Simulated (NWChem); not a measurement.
# ScF$_{3}$; SMILES [F][Sc]([F])[F]

```xyz
4

Sc     0.0000     0.0000     0.0000
F      1.2894     1.2894     0.0000
F      0.4720    -1.7614     0.0000
F     -1.7614     0.4720     0.0000
```
Atoms are numbered in this order, from 1.

Results from NWChem. All runs use the structure optimised with B3LYP/6-31G* (spherical d). Total energies compare along this basis series because the functional is fixed.

```json
[
 {"level": "Hartree-Fock/def2-SVP", "basis functions": "73", "energy (Ha)": "-1058.0015", "highest occupied level (eV)": "-16.37", "orbital gap (eV)": "16.68", "relative time": "1"},
 {"level": "Hartree-Fock/def2-SVPD", "basis functions": "103", "energy (Ha)": "-1058.0331", "highest occupied level (eV)": "-16.68", "orbital gap (eV)": "16.80", "relative time": "1"},
 {"level": "Hartree-Fock/def2-TZVP", "basis functions": "138", "energy (Ha)": "-1058.4806", "highest occupied level (eV)": "-16.51", "orbital gap (eV)": "16.63", "relative time": "3"},
 {"level": "Hartree-Fock/def2-TZVPP", "basis functions": "157", "energy (Ha)": "-1058.4852", "highest occupied level (eV)": "-16.53", "orbital gap (eV)": "16.65", "relative time": "5"}
]
```

The last column is a rough cost ratio, cheapest run = 1.
